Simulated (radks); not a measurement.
Q: Numerical settings for neutral zinc, [Ar] 3d10 4s2. All-electron calculation, Dirac Kohn-Sham, PBEsol, spin-unpolarised, spherical densities, point nucleus. Program: a radial shooting solver on a logarithmic mesh with Libxc functionals. The defaults (mesh step 0.008 in ln r, mesh end at 40 bohr or more with all orbitals vanishing there, Anderson mixing 0.5 over 9 steps, residual threshold near 1e-9 with the energy settled to 1e-9 hartree or 1e-11 of itself, here a cap of 77 iterations) give E = -1794.6661 hartree and 4s1/2 at -5.998 eV in 15 iterations. Times are rough (one thread of a shared host). One setting is changed at a time: mesh step in ln r 0.2; mesh step in ln r 0.005; mesh step in ln r 0.12; mesh end (bohr) 400; mesh end (bohr) 5; residual threshold 1e-05; residual threshold 0.01; mixing 0.05; linear mixing, mixing 1; linear mixing, mixing 0.8; mixing history 3; iteration cap 2. Which runs fail to converge, and which converge to a wrong energy?

A: Not converged within the cap: mesh step in ln r 0.2; mesh step in ln r 0.12; mixing 0.05; linear mixing, mixing 1; linear mixing, mixing 0.8; iteration cap 2. Settings that end as converged yet miss the energy by more than 1 mhartree: mesh end (bohr) 5 (+0.06 hartree).
